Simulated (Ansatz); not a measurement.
`C=C[CH2][AlH][Cl]` + H₂O → `[OH][AlH][Cl]` + `C=CC` at 500 K and 1 bar (formal hydrolysis of the Al–C bond).

Calculated with Ansatz (gas phase, PBE0-D4/def2-TZVP geometries, no zero-point term in ΔE). CCSD(T)/CBS adds triple-zeta CCSD(T) − MP2 to the extrapolated MP2 energy (def2 sets, frozen cores). This one scheme is used for every species. Each species was taken in one conformer, which may not be the lowest.

```
            species  CCSD(T)/CBS energy (Eh)  H − E (kJ/mol)  S (J/(mol·K))
`C=C[CH2][AlH][Cl]`               -819.61045           252.7          409.6
                H₂O                -76.37941            73.2          206.3
    `[OH][AlH][Cl]`               -778.29577            87.7          327.6
             `C=CC`               -117.74610           238.4          304.6
```

H − E and S are ideal-gas, rigid-rotor, harmonic terms from PBE0-D4/def2-TZVP, for one conformer and one mirror image of each species. 1 Eh = 2625.50 kJ/mol, R = 8.31446 J/(mol·K).

By hand: ΔE, ΔH, ΔS and ΔG.

ΔE = (-778.29577) + (-117.74610) − (-819.61045) − (-76.37941) = -0.05201 Eh = -136.6 kJ/mol. Δ(H − E) = 87.7 + 238.4 − 252.7 − 73.2 = 0.2, so ΔH = -136.4 kJ/mol. ΔS = 327.6 + 304.6 − 409.6 − 206.3 = 16.3 J/(mol·K). ΔG = -136.4 − 500 × (16.3)/1000 = -144.6 kJ/mol.

By hand: the equilibrium constant, and the temperature at which ΔG would vanish if ΔH and ΔS stayed fixed.

log₁₀ K = −ΔG/(RT ln 10) = 15.1. ΔH and −TΔS have one sign here, so there is no such temperature.

ΔH outweighs TΔS. A doubt of 5 kJ/mol in ΔE shifts log₁₀ K by 0.5 here. Other conformers and mirror images would add mixing entropy, several J/(mol·K) or more a flexible species. These are equilibria of isolated gas molecules and say nothing of rates. Largest T1 diagnostic: 0.011 (customary marks: 0.02 for closed shells, 0.045 for open ones).
